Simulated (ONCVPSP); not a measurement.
**Co: ONCV pseudisation with LDA (Perdew-Wang 92), scalar-relativistic reference atom.**

ONCVPSP 4.0.1 was run on this input:

```
# ATOM AND REFERENCE CONFIGURATION
# atsym  z   nc   nv     iexc    psfile
  Co 27.00    3    5  -001012      upf
#
#   n    l    f
    1    0    2.00
    2    0    2.00
    2    1    6.00
    3    0    2.00
    3    1    6.00
    3    2    7.00
    4    0    1.00
    4    1    1.00
#
# PSEUDOPOTENTIAL AND OPTIMIZATION
# lmax
    2
#
#   l,   rc,      ep,       ncon, nbas, qcut
    0    1.05    0.00    4    8   13.30
    1    1.60    0.00    4    7    8.60
    2    1.65    0.00    3    8   10.70
#
# LOCAL POTENTIAL
# lloc, lpopt,  rc(5),   dvloc0
    4    5    0.95   -1.00
#
# VANDERBILT-KLEINMAN-BYLANDER PROJECTORs
# l, nproj, debl
    0    2    1.40
    1    2    4.00
    2    2    2.60
#
# MODEL CORE CHARGE
# icmod, fcfact, rcfact
    3    2.00    1.25
#
# LOG DERIVATIVE ANALYSIS
# epsh1, epsh2, depsh
   -5.00    5.00    0.04
#
# OUTPUT GRID
# rlmax, drl
    6.00    0.01
#
# TEST CONFIGURATIONS
# ncnf
    4
# nvcnf
#   n    l    f
    5
    3    0    2.00
    3    1    6.00
    3    2    7.00
    4    0    2.00
    4    1    0.00
#
    5
    3    0    2.00
    3    1    6.00
    3    2    7.00
    4    0    1.00
    4    1    0.00
#
    5
    3    0    2.00
    3    1    6.00
    3    2    7.00
    4    0    0.00
    4    1    0.00
#
    5
    3    0    2.00
    3    1    6.00
    3    2    5.00
    4    0    0.00
    4    1    0.00
#
```

Command:

```bash
oncvpsp.x < Co.dat > Co.out
```

The program printed (shortened: citation, most of the input echo, consistency checks and plot data are left out):

```
ONCVPSP  (Optimized Norm-Conservinng Vanderbilt PSeudopotential)
scalar-relativistic version 4.0.1

#   n    l    f        energy (Ha)
    1    0    2.00    -2.7850757E+02
    2    0    2.00    -3.3031670E+01
    2    1    6.00    -2.8341165E+01
    3    0    2.00    -3.8115141E+00
    3    1    6.00    -2.4755198E+00
    3    2    7.00    -3.7677260E-01
    4    0    1.00    -2.5110689E-01
    4    1    1.00    -8.2914312E-02

Reference configufation results
  iterations    33
  all-electron total energy (Ha)   -1.39061493D+03

Begin loop to  construct optimized pseudo wave functions
and semi-local pseudopoentials for all angular momenta

Calculating optimized projector #   1

 for l=   0

    Fraction of norm inside rc  0.838607
    Optimizing pswf for qcut=  13.30 a_B^-1,  ecut=  88.47 Ha
    Residual kinetic energy error=  1.42D-07 Ha

    Energy error per electron        Cutoff
         Ha          eV             Ha
         0.01000     0.27211       45.17
         0.00100     0.02721       57.47
         0.00010     0.00272       67.57
         0.00001     0.00027       75.90

Calculating optimized projector #   2

 for l=   0

    Fraction of norm inside rc  0.031450
    Optimizing pswf for qcut=  13.30 a_B^-1,  ecut=  88.47 Ha
    Residual kinetic energy error=  4.11D-08 Ha

    Energy error per electron        Cutoff
         Ha          eV             Ha
         0.01000     0.27211       31.16
         0.00100     0.02721       47.42
         0.00010     0.00272       60.73
         0.00001     0.00027       70.89

Calculating optimized projector #   1

 for l=   1

    Fraction of norm inside rc  0.973625
    Optimizing pswf for qcut=   8.59 a_B^-1,  ecut=  36.94 Ha
    Residual kinetic energy error=  4.31D-06 Ha

    Energy error per electron        Cutoff
         Ha          eV             Ha
         0.01000     0.27211       23.08
         0.00100     0.02721       28.24
         0.00010     0.00272       32.22
         0.00001     0.00027       35.50

Calculating optimized projector #   2

 for l=   1

    Fraction of norm inside rc  0.032617
    Optimizing pswf for qcut=   8.59 a_B^-1,  ecut=  36.94 Ha
    Residual kinetic energy error=  1.29D-06 Ha

    Energy error per electron        Cutoff
         Ha          eV             Ha
         0.01000     0.27211       15.52
         0.00100     0.02721       22.84
         0.00010     0.00272       28.72
         0.00001     0.00027       33.27

   Wellstate for l =  2  n =  5
     eigenvalue =   2.2232
     asymptotic potential =   2.7232
     half-point radius =  3.3090

Calculating optimized projector #   1

 for l=   2

    Fraction of norm inside rc  0.856950
    Optimizing pswf for qcut=  10.69 a_B^-1,  ecut=  57.16 Ha
    Residual kinetic energy error=  1.33D-07 Ha

    Energy error per electron        Cutoff
         Ha          eV             Ha
         0.01000     0.27211       34.05
         0.00100     0.02721       40.71
         0.00010     0.00272       45.94
         0.00001     0.00027       50.04

Calculating optimized projector #   2

 for l=   2

    Fraction of norm inside rc  0.155238
    Optimizing pswf for qcut=  10.69 a_B^-1,  ecut=  57.16 Ha
    Residual kinetic energy error=  6.48D-07 Ha

    Energy error per electron        Cutoff
         Ha          eV             Ha
         0.01000     0.27211       34.97
         0.00100     0.02721       42.33
         0.00010     0.00272       47.96
         0.00001     0.00027       52.17

Construct Vanderbilt / Kleinmman-Bylander projectors

B matrix Hermiticity error, ll=   0
   1   2    3.9545E-04

  Orthonormal projector coefficients  2.1481E+01  1.9582E+00

B matrix Hermiticity error, ll=   1
   1   2    1.4784E-04

  Orthonormal projector coefficients  5.5098E+00 -8.8551E-01

B matrix Hermiticity error, ll=   2
   1   2   -2.2628E-04

  Orthonormal projector coefficients -4.5774E+00 -2.2329E+00

Model core correction analysis
  based on d2Exc/dn_idn_j

d2excae - all-electron derivatives

   -4.102839D-02   -3.841723D-02   -2.881546D-02   -2.464920D-03
   -9.839922D-04
   -3.841736D-02   -3.689404D-02   -2.829035D-02   -3.012747D-03
   -1.168750D-03
   -2.881577D-02   -2.829054D-02   -2.582893D-02   -7.701326D-03
   -3.516895D-03
   -2.464899D-03   -3.012622D-03   -7.699511D-03   -3.054452D-02
   -2.370541D-02
   -9.840058D-04   -1.168747D-03   -3.516151D-03   -2.370010D-02
   -2.799053D-02

d2excps - pseudofunction derivatives with no core correction

   -4.588515D-02   -4.223223D-02   -3.058070D-02   -2.901344D-03
   -1.185932D-03
   -4.223250D-02   -3.961406D-02   -3.027594D-02   -3.315129D-03
   -1.295210D-03
   -3.058105D-02   -3.027613D-02   -2.760224D-02   -7.675496D-03
   -3.513641D-03
   -2.901365D-03   -3.315024D-03   -7.673681D-03   -3.057393D-02
   -2.371855D-02
   -1.185963D-03   -1.295216D-03   -3.512898D-03   -2.371324D-02
   -2.799566D-02

rms 2nd derivative error    1.766784E-03

rmatch, rhocmatch    0.4112   38.2735

Teter function model core charge with specified parameters

d2excps - pseudofunction derivatives with core correction

   -4.379840D-02   -4.057100D-02   -3.009374D-02   -2.746910D-03
   -1.122586D-03
   -4.057118D-02   -3.827209D-02   -2.987440D-02   -3.192390D-03
   -1.244203D-03
   -3.009403D-02   -2.987455D-02   -2.745723D-02   -7.640725D-03
   -3.498953D-03
   -2.746907D-03   -3.192273D-03   -7.638910D-03   -3.056243D-02
   -2.371384D-02
   -1.122608D-03   -1.244204D-03   -3.498210D-03   -2.370853D-02
   -2.799371D-02

rms 2nd derivative error    1.096707E-03

Pseudoatom total energy -140.576033

Diagnostic tests using Vanderbilt-Kleinman-Bylander pseudopotentials
  1 or more projectors used as specified by nproj input data

   l    rcore       rmatch      e in        delta e   norm test  slope test

   0   1.0517462   1.0836795  -3.8115141  -0.0000079   1.0001958   1.0002102
   0   1.0517462   1.0836795  -0.2511069   0.0000103   1.0000994   1.0000807

   1   1.6083020   1.6571335  -2.4755198  -0.0000025   1.0001780   1.0001689
   1   1.6083020   1.6571335  -0.0829143   0.0000022   1.0000298   1.0000264

   2   1.6571335   1.7074476  -0.3767726  -0.0000051   1.0000883   1.0000934
   2   1.6571335   1.7074476   2.2232274  -0.0000035   1.0001313   1.0001313

 Testing for bound ghosts
   n   l    E NL Schr. Eq   E Basis Diag.   E Cutoff

   1   0       -3.811522       -3.811460    237.74
   2   0       -0.251097        0.114244    237.74

   2   1       -2.475522       -2.475519     86.85
   3   1       -0.082912        0.029961     86.85

   3   2       -0.376778       -0.376057    125.63

 Testing for highly-localized positive-energy ghosts
       l    <radius>/rc     E Basis Diag.   E Cutoff

Test configuration 0

   n   l     f        eae           eps        diff
   1   0  2.0000 -278.50756606
   2   0  2.0000  -33.03167033
   2   1  6.0000  -28.34116530
   3   0  2.0000   -3.81151406   -3.81152196   -7.90D-06
   3   1  6.0000   -2.47551982   -2.47552235   -2.52D-06
   3   2  7.0000   -0.37677260   -0.37677772   -5.12D-06
   4   0  1.0000   -0.25110689   -0.25109657    1.03D-05
   4   1  1.0000   -0.08291431   -0.08291214    2.17D-06

    Total energies and differences
      AE_ref= -1.39061493D+03  AE_tst= -1.39061493D+03  dif=  0.00D+00
      PS_ref= -1.40576033D+02  PS_tst= -1.40576033D+02  dif= -3.95D-12
      PSP excitation error=  3.95D-12

Test configuration 1

   n   l     f        eae           eps        diff
   1   0  2.0000 -278.43961764
   2   0  2.0000  -32.96719592
   2   1  6.0000  -28.27650171
   3   0  2.0000   -3.74375572   -3.74364836    1.07D-04
   3   1  6.0000   -2.40765133   -2.40749560    1.56D-04
   3   2  7.0000   -0.31094340   -0.31055629    3.87D-04
   4   0  2.0000   -0.20850416   -0.20857005   -6.59D-05

    Total energies and differences
      AE_ref= -1.39061493D+03  AE_tst= -1.39077762D+03  dif= -1.63D-01
      PS_ref= -1.40576033D+02  PS_tst= -1.40738761D+02  dif= -1.63D-01
      PSP excitation error=  3.43D-05

Test configuration 2

   n   l     f        eae           eps        diff
   1   0  2.0000 -278.76873356
   2   0  2.0000  -33.28926021
   2   1  6.0000  -28.59917884
   3   0  2.0000   -4.07085381   -4.07097595   -1.22D-04
   3   1  6.0000   -2.73511712   -2.73522700   -1.10D-04
   3   2  7.0000   -0.63530746   -0.63559317   -2.86D-04
   4   0  1.0000   -0.48042691   -0.48034221    8.47D-05

    Total energies and differences
      AE_ref= -1.39061493D+03  AE_tst= -1.39043626D+03  dif=  1.79D-01
      PS_ref= -1.40576033D+02  PS_tst= -1.40397367D+02  dif=  1.79D-01
      PSP excitation error= -2.88D-06

Test configuration 3

   n   l     f        eae           eps        diff
   1   0  2.0000 -279.15070235
   2   0  2.0000  -33.66025973
   2   1  6.0000  -28.97112778
   3   0  2.0000   -4.44798890   -4.44868861   -7.00D-04
   3   1  6.0000   -3.11245936   -3.11314621   -6.87D-04
   3   2  7.0000   -1.00676468   -1.00812631   -1.36D-03

    Total energies and differences
      AE_ref= -1.39061493D+03  AE_tst= -1.38980865D+03  dif=  8.06D-01
      PS_ref= -1.40576033D+02  PS_tst= -1.39769938D+02  dif=  8.06D-01
      PSP excitation error=  1.80D-04

Test configuration 4

psatom: WARNING lschvkbb convergence error n,l,iter=   3   1   3
ea(ii),et,emin,emax -8.291214E-02 -9.120336E-02 -9.120336E-02 -9.120336E-02
run_config: WARNING for fully non-local PS atom, stg. 1
 WARNING no output for configuration 5
```

The run took about 5.4 s on one core of a shared server CPU.
